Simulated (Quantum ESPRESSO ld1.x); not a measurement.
Results of a calculation; reference values are marked as such.
All-electron atom: Pb17+ in [Kr] 4d10 4f14 5s2 5p3 (the NIST ground configuration). Level of theory: Dirac Kohn-Sham, BLYP, spin-unpolarised, spherical densities, point nucleus; open shells are shared between the two j in proportion to 2j + 1 (ld1.x of Quantum ESPRESSO 7.5).

Unscreened Slater integrals over Kohn-Sham orbitals (hartree). Large and small components are both included.

integral,value
"F0(5p3/2,5p3/2)",1.0134
"F2(5p3/2,5p3/2)",0.55060
"F0(5p3/2,5p1/2)",1.0462
"G2(5p3/2,5p1/2)",0.55171
"F0(5p3/2,5s1/2)",1.0642
"G1(5p3/2,5s1/2)",0.70432
"F0(5p3/2,4f7/2)",1.2357
"F2(5p3/2,4f7/2)",0.40379
"G2(5p3/2,4f7/2)",0.13613
"G4(5p3/2,4f7/2)",0.12293
"F0(5p3/2,4f5/2)",1.2383
"F2(5p3/2,4f5/2)",0.40007
"G2(5p3/2,4f5/2)",0.13310
"G4(5p3/2,4f5/2)",0.12052
"F0(5p1/2,5p1/2)",1.0845
"F0(5p1/2,5s1/2)",1.1054
"G1(5p1/2,5s1/2)",0.76851
"F0(5p1/2,4f7/2)",1.3062
"G4(5p1/2,4f7/2)",0.14898
"F0(5p1/2,4f5/2)",1.3092
"G2(5p1/2,4f5/2)",0.16681
"F0(5s1/2,5s1/2)",1.1280
"F0(5s1/2,4f7/2)",1.3469
"G3(5s1/2,4f7/2)",0.17568
"F0(5s1/2,4f5/2)",1.3501
"G3(5s1/2,4f5/2)",0.17185
"F0(4f7/2,4f7/2)",2.0541
"F2(4f7/2,4f7/2)",1.0432
"F4(4f7/2,4f7/2)",0.66955
"F6(4f7/2,4f7/2)",0.48624
"F0(4f7/2,4f5/2)",2.0667
"F2(4f7/2,4f5/2)",1.0486
"F4(4f7/2,4f5/2)",0.67285
"G2(4f7/2,4f5/2)",1.0422
"G4(4f7/2,4f5/2)",0.66893
"G6(4f7/2,4f5/2)",0.48579
"F0(4f5/2,4f5/2)",2.0796
"F2(4f5/2,4f5/2)",1.0544
"F4(4f5/2,4f5/2)",0.67640
